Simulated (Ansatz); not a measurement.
Consider the ligand exchange at the Si–O bond: `O[Si](F)(F)O[SiH3]` + `C=C=C(O)Cl` → `C=C=C(Cl)O[SiH3]` + `O[Si](O)(F)F`.

Isolated molecules relaxed with PBE0-D4/def2-TZVP in Ansatz; ΔE leaves out vibrations. CCSD(T)/CBS is the MP2 limit (def2-TZVPP, def2-QZVPP) plus CCSD(T) − MP2 in def2-TZVPP, frozen cores. DFT in def2-TZVPP. B3LYP here is the variant with VWN-RPA as its local correlation; programs differ in this. One conformer a species, not always the lowest.

CCSD(T)/CBS gives +4.8 kcal/mol.

(1) Another level gave +5.1 kcal/mol. Which?
A. LDA (SPW92)/def2-TZVPP
B. B3LYP-D4/def2-TZVPP
C. BHLYP/def2-TZVPP
D. HF/def2-TZVPP

Largest T1 diagnostic among the species: 0.012.

Answers

(1) B. B3LYP-D4 5.1, LDA (SPW92) 3.5, HF/def2-TZVPP 7.6, BHLYP 6.3 kcal/mol.

In def2-TZVPP, CCSD(T) changes the Hartree–Fock value by −2.8 kcal/mol (the triples alone add −0.6 kcal/mol) and MP2 by −3.5 kcal/mol. Leaving LDA and LC-ωPBE aside and taking each functional with its dispersion term where it has one, the values, not all of them listed here, spread over 2.1 kcal/mol, from revPBE-D4 to BHLYP-D4. LDA lies −1.0 kcal/mol from PBE without D4.

CCSD(T)/CBS has its own doubt, a few kJ/mol and more with outer-core shells, so smaller differences from it don't rank the levels.
